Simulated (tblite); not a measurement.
Compound: C4H7F2GeO (doublet state).
Numbering: `[F:1][GeH:2]([F:3])[C@@H:4]1[CH2:5][CH:6][O:7][CH2:8]1` (hydrogens: H9 on Ge2; H10 on C4; H11, H12 on C5; H13 on C6; H14, H15 on C8)

Computed with GFN2-xTB (tblite), gas phase: L-BFGS steps from a force-field or distance-geometry start until the largest atomic force falls under 0.01 eV/Å.

At the end of the run (lengths in Å): Ge2–C4 2.013, Ge2–H9 1.506, O7–C8 1.413, C6–H13 1.075, C8–H14 1.101, C5–H11 1.091, C4–C8 1.525, F1–Ge2–F3 102.2°, Ge2–C4–C8 108.1°, C6–O7–C8 108.0°, C4–C5–C6 98.9°, F1–Ge2–C4–C5 -54°, Ge2–C4–C5–C6 -74°, C4–C5–C6–O7 -29°, H10–C4–Ge2–F1 73°, H9–Ge2–C4–C5 73°.

Task: These geometries were met on the way; a selection of coordinates is given. Order them by energy above the end point, lowest first.
A. Ge2–C4 2.039, Ge2–H9 1.508, O7–C8 1.409, C6–H13 1.074, C8–H14 1.103, C5–H11 1.094, C4–C8 1.527, F1–Ge2–F3 97.7°, Ge2–C4–C8 108.3°, C6–O7–C8 107.1°, C4–C5–C6 101.1°, F1–Ge2–C4–C5 -4°, Ge2–C4–C5–C6 -87°, C4–C5–C6–O7 -12°, H10–C4–Ge2–F1 122°, H9–Ge2–C4–C5 126°
B. Ge2–C4 1.936, Ge2–H9 1.560, O7–C8 1.387, C6–H13 1.099, C8–H14 1.124, C5–H11 1.112, C4–C8 1.504, F1–Ge2–F3 108.5°, Ge2–C4–C8 112.8°, C6–O7–C8 107.6°, C4–C5–C6 103.0°, F1–Ge2–C4–C5 4°, Ge2–C4–C5–C6 -92°, C4–C5–C6–O7 -5°, H10–C4–Ge2–F1 127°, H9–Ge2–C4–C5 123°
C. Ge2–C4 1.998, Ge2–H9 1.470, O7–C8 1.422, C6–H13 1.072, C8–H14 1.095, C5–H11 1.090, C4–C8 1.531, F1–Ge2–F3 102.8°, Ge2–C4–C8 108.0°, C6–O7–C8 103.8°, C4–C5–C6 101.5°, F1–Ge2–C4–C5 -1°, Ge2–C4–C5–C6 -90°, C4–C5–C6–O7 -1°, H10–C4–Ge2–F1 126°, H9–Ge2–C4–C5 123°
D. Ge2–C4 2.002, Ge2–H9 1.528, O7–C8 1.412, C6–H13 1.077, C8–H14 1.097, C5–H11 1.102, C4–C8 1.525, F1–Ge2–F3 98.6°, Ge2–C4–C8 107.5°, C6–O7–C8 106.9°, C4–C5–C6 101.1°, F1–Ge2–C4–C5 -3°, Ge2–C4–C5–C6 -89°, C4–C5–C6–O7 -3°, H10–C4–Ge2–F1 123°, H9–Ge2–C4–C5 123°
E. Ge2–C4 2.024, Ge2–H9 1.505, O7–C8 1.411, C6–H13 1.075, C8–H14 1.104, C5–H11 1.095, C4–C8 1.532, F1–Ge2–F3 100.2°, Ge2–C4–C8 110.4°, C6–O7–C8 108.4°, C4–C5–C6 100.9°, F1–Ge2–C4–C5 -3°, Ge2–C4–C5–C6 -87°, C4–C5–C6–O7 -20°, H10–C4–Ge2–F1 122°, H9–Ge2–C4–C5 127°

Result: E (0.061 eV), A (0.103 eV), D (0.176 eV), C (0.307 eV), B (0.609 eV).

```json
{"step": "22", "E above end (eV)": "0.061", "rms distance from the end, all atoms (Å)": "0.539", "largest force (eV/Å)": "0.162", "rms shift of all bonds from the end (Å)": "0.005"}
{"step": "14", "E above end (eV)": "0.103", "rms distance from the end, all atoms (Å)": "0.550", "largest force (eV/Å)": "0.229", "rms shift of all bonds from the end (Å)": "0.007"}
{"step": "8", "E above end (eV)": "0.176", "rms distance from the end, all atoms (Å)": "0.570", "largest force (eV/Å)": "0.316", "rms shift of all bonds from the end (Å)": "0.010"}
{"step": "4", "E above end (eV)": "0.307", "rms distance from the end, all atoms (Å)": "0.589", "largest force (eV/Å)": "0.831", "rms shift of all bonds from the end (Å)": "0.013"}
{"step": "0", "E above end (eV)": "0.609", "rms distance from the end, all atoms (Å)": "0.608", "largest force (eV/Å)": "1.345", "rms shift of all bonds from the end (Å)": "0.028"}
```

Rows stand in the order of the answer.
